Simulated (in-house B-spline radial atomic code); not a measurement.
# Excitations of Zn by several methods

Full response, energies in eV; labels give the largest channel, * marks a mixed state, a dash one above the method's threshold, and an imaginary frequency an unstable closed-shell reference. Computed with a B-spline radial code for spherical atoms: linear response of the closed shell [Ar] 3d10 4s2 with each method's own kernel (bare exchange for TDHF, static screening on G0W0 levels for BSE, the adiabatic kernel for functionals); non-relativistic, point nucleus, no spin-orbit coupling, no double excitations, S, P, D and F terms only; shells from n = 2 respond. Only terms of natural parity with L up to 3 were computed.

Without relativity these are model numbers for so heavy an element.

| method | 4s → 4p 3P | 4s → 4p 1P | α (bohr³) |
| --- | --- | --- | --- |
| TDHF | 2.014 | 4.834 | 54.07 |
| BSE on G0W0@HF | 4.044 | 6.026 | 42.07 |
| LDA VWN5 | 4.164 | 5.578 | 38.51 |
| PBE | ? | ? | ? |
| PBE0 | 3.511 | 5.314 | 43.5 |
| B3LYP (VWN-RPA) | 3.889 | 5.415 | 41.05 |
| CAM-B3LYP | 3.752 | 5.430 | 41.53 |
| LC-wPBE | 3.123 | 5.310 | 44.31 |
| wB97X | 4.318 | 5.441 | 41.85 |
| HSE06 | ? | ? | ? |
| BHandHLYP | 3.558 | 5.284 | 44.25 |
| BLYP | 4.073 | 5.419 | 39.36 |
| PBEsol | 3.815 | 5.438 | 40.41 |
| BP86 | 3.854 | 5.480 | 39.98 |
| LDA exchange-only | 3.410 | - | 41.75 |
| B97-1 | 4.067 | 5.337 | 42.82 |
| RPBE | 3.654 | 5.274 | 42.39 |
| OLYP | 3.550 | 5.069 | 43.89 |

What does PBE give?

4s → 4p 3P: 3.812; 4s → 4p 1P: 5.394; α: 40.82 (eV, bohr³).

What does HSE06 give?

4s → 4p 3P: 3.614; 4s → 4p 1P: 5.390; α: 42.42 (eV, bohr³).

How do the methods fare for 4s → 4p 3P against experiment?

The measured term average is 4.054 eV (NIST). Among the methods with a real root, errors run from -2.04 eV (TDHF) to +0.26 eV (wB97X); BSE on G0W0@HF is closest (-0.01 eV), with relativity left out.

How do the methods fare for 4s → 4p 1P against experiment?

The measured term average is 5.796 eV (NIST). Among the methods with a real root, errors run from -0.96 eV (TDHF) to +0.23 eV (BSE on G0W0@HF); LDA VWN5 is closest (-0.22 eV), with relativity left out.
